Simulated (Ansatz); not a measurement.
Computed with Ansatz on PBE0-D4/def2-TZVP structures; ΔE is electronic, products minus reactants. CCSD(T)/CBS adds triple-zeta CCSD(T) − MP2 to the extrapolated MP2 energy (def2 sets, frozen cores). This one scheme is used for every species. Functionals use def2-TZVPP. One conformer a species, not always the lowest.

Reaction (cleavage of the B–Al bond): `[SiH3][BH][AlH][SiH3]` + `O[SiH3]` → `[SiH3]BO[SiH3]` + `[AlH2][SiH3]`

```tsv
level	ΔE (kcal/mol)
ωB97M-V	-36.0
CCSD(T)/def2-TZVPP	-35.1
SCS-MP2/def2-QZVPP	-36.8
CCSD/CBS(def2)	-34.7
```

Task: What does CCSD(T)/CBS give? (Estimate.)

Result: Computed: -34.6 kcal/mol. The listed levels differ from it by -1.4, -0.5, -2.2, -0.1 kcal/mol.

Largest T1 diagnostic among the species: 0.014.

In def2-TZVPP, CCSD(T) changes the Hartree–Fock value by +3.5 kcal/mol (the triples alone add +0.2 kcal/mol) and MP2 by +2.1 kcal/mol. From PBE to PBE0 (25 % exact exchange), in def2-TZVPP and without D4, ΔE moves by −0.8 kcal/mol.
